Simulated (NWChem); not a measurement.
All runs are NWChem calculations. System: H5GaS, charge 1, spin multiplicity 2, at the geometry of a parent with another charge or spin, in a state set for the comparison that need not be this species' ground state. Its SCF solution wasn't tested for a lower state.

The NWChem input:

```
start mol
memory heap 200 mb stack 900 mb global 1100 mb
charge 1
geometry units angstroms nocenter noautoz noautosym
  Ga    -0.717022    -0.556179     0.074118
  H     -0.137376    -1.416467     1.259742
  H     -1.774360     0.570932     0.379285
  H     -0.601564    -1.113419    -1.397743
  S      1.340929     1.083229    -0.044590
  H      2.228931     0.221041    -0.586569
  H      1.057175     1.647801    -1.238926
end
basis spherical
  * library sto-3g
end
scf
  uhf
  nopen 1
  maxiter 100
  thresh 1e-7
  semidirect memsize 60000000 filesize 0
  # guess.movecs holds the orbitals of an unrestricted PBE0 run
  vectors input guess.movecs output mol.movecs
end
task scf energy
```

The output up to the point where the run's verdict is printed (cleaned and shortened):

```
             Northwest Computational Chemistry Package (NWChem) 7.3.0
             --------------------------------------------------------

                                NWChem Input Module
                                -------------------

 Scaling coordinates for geometry "geometry" by  1.889725989
 (inverse scale =  0.529177249)

                             Geometry "geometry" -> ""
                             -------------------------

 Output coordinates in angstroms (scale by  1.889725989 to convert to a.u.)

  No.       Tag          Charge          X              Y              Z
 ---- ---------------- ---------- -------------- -------------- --------------
    1 Ga                  31.0000    -0.71702200    -0.55617900     0.07411800
    2 H                    1.0000    -0.13737600    -1.41646700     1.25974200
    3 H                    1.0000    -1.77436000     0.57093200     0.37928500
    4 H                    1.0000    -0.60156400    -1.11341900    -1.39774300
    5 S                   16.0000     1.34092900     1.08322900    -0.04459000
    6 H                    1.0000     2.22893100     0.22104100    -0.58656900
    7 H                    1.0000     1.05717500     1.64780100    -1.23892600

 Effective nuclear repulsion energy (a.u.)     163.6177869384

            Nuclear Dipole moment (a.u.)
            ----------------------------
        X                 Y               Z
 ---------------- ---------------- ----------------
    -0.0000226767     0.0000056692     0.0000132281


 Summary of "ao basis" -> "" (spherical)
 ------------------------------------------------------------------------------
       Tag                 Description            Shells   Functions and Types
 ---------------- ------------------------------  ------  ---------------------
 *                           sto-3g                   on all atoms

 Summary of "ao basis" -> "ao basis" (spherical)
 ------------------------------------------------------------------------------
       Tag                 Description            Shells   Functions and Types
 ---------------- ------------------------------  ------  ---------------------
[...]
                53    -2296.8895213761  1.05D-04  2.52D-05      0.3
                54    -2296.8895213819  7.37D-05  2.09D-05      0.3
                55    -2296.8895213843  4.67D-05  1.57D-05      0.3
                56    -2296.8895213854  4.34D-05  1.56D-05      0.3
                57    -2296.8895213870  5.60D-05  1.49D-05      0.3
                58    -2296.8895213893  5.63D-05  2.05D-05      0.3
                59    -2296.8895213917  7.17D-05  2.80D-05      0.3
                60    -2296.8895213954  7.33D-05  2.11D-05      0.3
                61    -2296.8895213977  3.82D-05  1.04D-05      0.3
                62    -2296.8895213984  2.68D-05  6.72D-06      0.3
                63    -2296.8895213987  1.86D-05  6.44D-06      0.3
                64    -2296.8895213989  1.26D-05  6.72D-06      0.3
                65    -2296.8895213990  1.84D-05  6.40D-06      0.3
                66    -2296.8895213995  2.57D-05  5.69D-06      0.3
                67    -2296.8895214001  3.27D-05  1.01D-05      0.3
                68    -2296.8895214008  2.99D-05  8.23D-06      0.4
                69    -2296.8895214012  1.41D-05  4.12D-06      0.4
                70    -2296.8895214013  4.92D-06  2.02D-06      0.4
                71    -2296.8895214013  4.61D-06  2.14D-06      0.4
                72    -2296.8895214013  5.12D-06  1.81D-06      0.4
                73    -2296.8895214013  4.85D-06  2.44D-06      0.4
                74    -2296.8895214014  1.03D-05  3.17D-06      0.4
                75    -2296.8895214014  6.64D-06  1.71D-06      0.4
                76    -2296.8895214015  4.68D-06  1.43D-06      0.4
                77    -2296.8895214015  3.26D-06  9.41D-07      0.4
                78    -2296.8895214015  2.70D-06  6.10D-07      0.4
                79    -2296.8895214015  2.54D-06  7.39D-07      0.4
                80    -2296.8895214015  2.33D-06  5.79D-07      0.4
                81    -2296.8895214015  2.22D-06  6.00D-07      0.4
                82    -2296.8895214015  3.24D-06  1.01D-06      0.4
                83    -2296.8895214015  2.26D-06  6.34D-07      0.4
                84    -2296.8895214015  2.39D-06  6.04D-07      0.4
                85    -2296.8895214015  1.77D-06  5.80D-07      0.4
                86    -2296.8895214015  1.77D-06  5.72D-07      0.4
                87    -2296.8895214015  2.54D-06  7.07D-07      0.4
                88    -2296.8895214015  2.93D-06  6.91D-07      0.5
                89    -2296.8895214015  3.35D-06  1.00D-06      0.5
                90    -2296.8895214015  3.53D-06  7.88D-07      0.5
                91    -2296.8895214015  2.61D-06  8.51D-07      0.5
                92    -2296.8895214015  2.57D-06  6.97D-07      0.5
                93    -2296.8895214016  2.34D-06  7.70D-07      0.5
                94    -2296.8895214016  3.45D-06  8.38D-07      0.5
                95    -2296.8895214016  6.92D-06  2.08D-06      0.5
                96    -2296.8895214016  8.59D-06  2.02D-06      0.5
                97    -2296.8895214017  1.09D-05  2.56D-06      0.5
                98    -2296.8895214018  6.62D-06  2.43D-06      0.5
                99    -2296.8895214018  3.97D-06  1.67D-06      0.5
               100    -2296.8895214018  4.27D-06  1.65D-06      0.5
               101    -2296.8895214018  4.96D-06  1.81D-06      0.5
               102    -2296.8895214018  7.82D-06  2.84D-06      0.5
               103    -2296.8895214019  1.35D-05  3.63D-06      0.5
               104    -2296.8895214020  6.73D-06  2.00D-06      0.6
               105    -2296.8895214020  3.44D-06  8.09D-07      0.6
               106    -2296.8895214020  1.72D-06  5.39D-07      0.6
               107    -2296.8895214020  6.70D-07  2.82D-07      0.6
               108    -2296.8895214021  3.39D-07  1.18D-07      0.6
               109    -2296.8895214020  2.95D-07  1.23D-07      0.6
               110    -2296.8895214020  3.81D-07  1.21D-07      0.6
```

Convergence was not reached. The next line reads: Calculation failed to converge. NWChem stopped with the message: scf energy failed.
